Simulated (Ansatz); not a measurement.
System: sum formula H₃SiO₂ (charge 0, doublet). It need not be the lowest isomer of its formula. SMILES: O[SiH]O
Structure (B3LYP-D3(BJ)/def2-TZVP (Ansatz, a quantum-chemistry and plane-wave program) minimum search):
```xyz
6

Si    -0.3570    -0.3703     0.0132
O     -0.7098     1.2051    -0.3306
O      1.2669    -0.6419     0.1788
H     -0.9050    -0.7721     1.3409
H     -0.3933     1.9005     0.2563
H      1.8401    -0.4495    -0.5687
```
Charge 0, spin multiplicity 2.

Quantity: atomisation energy (electronic, to ground-state atoms); the coupled-cluster value holds the core correlation from cc-pwCVTZ, in kcal/mol. Valence correlation only, unless marked. UHF or UKS for open shells. No spin-orbit coupling. Non-relativistic. CBS(X,Y): correlation extrapolated as X^-3; Hartree-Fock from the larger set (for Q and 5 zeta extrapolated as (X+1)exp(-9√X)).

Level to compare with: CCSD(T)/CBS(cc-pV(Q+d)Z,cc-pV(5+d)Z) plus the core term (Ansatz), 509.1 kcal/mol. It is a level with limits of its own, and the differences hold the functionals' basis error too.

Rank these functionals by how close they come to CCSD(T)/CBS(cc-pV(Q+d)Z,cc-pV(5+d)Z), closest first: wB97M-V/def2-TZVPD (Ansatz); BLYP/def2-TZVPD (Ansatz); PBE/def2-TZVPD (Ansatz); BHLYP/def2-TZVPD (Ansatz).

PBE/def2-TZVPD (GGA, 509.3 kcal/mol, difference 0.2), wB97M-V/def2-TZVPD (range-separated hybrid meta-GGA with VV10, 504.1 kcal/mol, difference -5.0), BLYP/def2-TZVPD (GGA, 500.8 kcal/mol, difference -8.3), BHLYP/def2-TZVPD (global hybrid, 479.7 kcal/mol, difference -29.4)
